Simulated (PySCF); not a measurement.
Electron correlation in Al⁺ (aluminium, charge +1)

[Ne] 3s1 3p1, 3s spin antiparallel (an excited configuration). Computed with PySCF 2.14 in aug-cc-pCVTZ-DK, with the spin-free X2C one-electron Hamiltonian (Gaussian nucleus). Frozen: [Ne]; 2 electrons correlated.

Total MP2 correlation energy: -24.59 mhartree.

Same-spin part 0.00 and opposite-spin part -24.59 mhartree; SCS-MP2 scales them by 1/3 and 6/5 to -29.50 mhartree.
